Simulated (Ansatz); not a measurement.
```yaml
crystal:
  periodic: [false, false, false]
  atoms:
    - {symbol: B, position_ang: [-0.499027, 1.477386, -0.260772]}
    - {symbol: O, position_ang: [-0.741930, 0.184476, 0.055375]}
    - {symbol: Si, position_ang: [0.294737, -1.062786, 0.340831]}
    - {symbol: Br, position_ang: [0.537237, -2.247235, -1.507378]}
    - {symbol: H, position_ang: [0.634526, 1.871250, -0.340841]}
    - {symbol: H, position_ang: [-1.439288, 2.194494, -0.444029]}
    - {symbol: H, position_ang: [1.624303, -0.548084, 0.734290]}
    - {symbol: H, position_ang: [-0.318360, -1.926601, 1.366725]}
basis:
  gaussian: {orbitals: pcseg-2, point_charges: [{charge: -1.00, position_ang: [4.626, 0.672, 0.793]}]}
total_charge: 1
magnetization: {spin_polarized: true, initial_magnetization: 2}
hamiltonian: {xc: {name: CAM-B3LYP}, dispersion: d4}
output: {forces: true}
```

```sh
$ ansatz run in.yaml --threads 4 --pin off --events-out ev --progress --plain --max-ram 10444MiB
```

Shortened log:

```
Error: a molecule whose nuclei and cores have a total charge of 66 cannot have a net charge of 1 together with 2 unpaired electrons
```

**Question.** Something in this input is off. What?

**Answer.** The number of unpaired electrons doesn't fit the electron count. The program refused the input.
